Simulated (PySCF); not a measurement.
# How methods differ on the excitation energy of S⁺

S⁺ [Ne] 3s2 3p3 (4S) → S⁺ [Ne] 3s2 3p2 3d1 (high-spin determinant), as a difference of total energies. All numbers are calculated (PySCF 2.14, scalar relativity by spin-free X2C-1e, in aug-cc-pVDZ-DK). Correlated levels: valence: [Ne] frozen. The calculations carry no spin-orbit coupling.

| method | excitation energy (eV) |
| --- | --- |
| UHF | 15.688 |
| LDA | 14.784 |
| PBE | 14.651 |
| r2SCAN | 15.221 |
| BLYP | 14.600 |
| MN15 | 15.172 |
| HSE06 | 14.966 |
| MP2 (valence) | 15.631 |
| SCS-MP2 (valence) | 15.521 |

Q: Estimate what PBE0 gives.

A: 14.979 eV, closest to HSE06 among the rows shown.

Q: Estimate what B97-3 gives.

A: 15.009 eV, closest to HSE06 among the rows shown.

A first-order spin-orbit estimate (lowest level to lowest level, LS coupling) adds -0.039 eV.

The promoted electron is Rydberg-like, and one or two diffuse shells describe it only roughly, which tends to raise the upper state.

The determinant of the upper state mixes LS terms, which raises its energy above the lowest term, most at the Hartree-Fock and MP2 levels.
